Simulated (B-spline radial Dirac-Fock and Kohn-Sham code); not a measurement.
## Compton profile of Co¹⁶⁺

System: Co¹⁶⁺, [Ne] 3s1.

Model: the impulse approximation on Dirac-Fock orbitals of the configuration average with a finite nucleus. Program: a radial finite-basis atomic code. pz is in atomic units of momentum; subshell profiles are per electron, for a selection of subshells; open shells are spread over both j values by their weights.

```csv
pz,J total,J 1s1/2,J 2p1/2,J 2p3/2,J 3s1/2
1.1,0.8200,0.0316,0.0600,0.0606,0.174
1.5,0.7617,0.0315,0.0598,0.0605,0.129
2,0.6905,0.0313,0.0594,0.0601,0.0798
2.7,0.6095,0.0308,0.0583,0.0589,0.0373
3.6,0.5335,0.0301,0.0554,0.0559,0.0212
4.8,0.4444,0.0288,0.0491,0.0494,0.0200
6.5,0.3187,0.0266,0.0374,0.0373,0.0122
8.7,0.1951,0.0233,0.0229,0.0226,0.00319
12,0.09776,0.0181,0.00944,0.00918,0.000612
16,0.04836,0.0125,0.00308,0.00294,0.000545
21,0.02304,0.00747,0.000820,0.000764,0.000359
29,0.008221,0.00312,0.000129,0.000116,0.000130
```

**Question.** What is the peak value J(0), and which subshell contributes most to it?

**Answer.** J(0) = 0.9101. The 3s1/2 subshell gives the largest part, 27 %.

Mean momentum ⟨p⟩ by subshell (a.u.): 1s1/2 23.0, 2s1/2 7.81, 2p1/2 10.5, 2p3/2 10.3, 3s1/2 4.16.

Values without a named source are computed, but for edge energies of neutral atoms, which are taken from tables.
